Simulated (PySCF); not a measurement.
# Diatomic anions of Si with the halogens

r²SCAN with triple-zeta basis sets in PySCF, for the lowest determinant that a PBE0 search found; no spin–orbit coupling. De refers to high-spin ground-configuration atoms (the charge goes to the atom of lower measured ionisation energy or higher electron affinity, which is not always the lowest computed limit). A positive dipole points towards Si; it is taken about the centre of mass and depends on that origin.

```
 M        basis  charged atom  state (unpaired electrons)  Re (Å)  ωe (cm⁻¹)  De (eV)  μ (D)
 F  def2-TZVPPD            F−              triplet (π ↑↑)   1.703        651     3.64  -2.54
Cl  def2-TZVPPD           Cl−              triplet (π ↑↑)   2.244        364     2.19  -2.68
 I  def2-TZVPPD            I−              triplet (π ↑↑)   2.652        243     1.74  -4.97
```

(1) The row for M = Br is missing. Estimate Re, ωe and De as the mean of the rows for Cl and I, and compare with the calculation.

These are scalar-relativistic numbers at best; spin–orbit coupling would shift them, the dissociation energy most. For an ion De counts to the pair picked by the measured ionisation energies or electron affinities, which need not be the lowest pair at this level. The highest Kohn–Sham level is positive in some of these anions. Much of that is self-interaction error, but it also means that the finite basis helps to hold the extra electron. States were picked by a PBE0 search and need not be the measured ground states.

## Answers

(1) The means are 2.448 Å, 304 cm⁻¹ and 1.96 eV. r²SCAN in def2-TZVPPD gives SiBr⁻ as a triplet (π ↑↑) with Re = 2.429 Å, ωe = 284 cm⁻¹, De = 1.94 eV, so the estimate is off by +1.9 pm, +7 % and +0.03 eV.
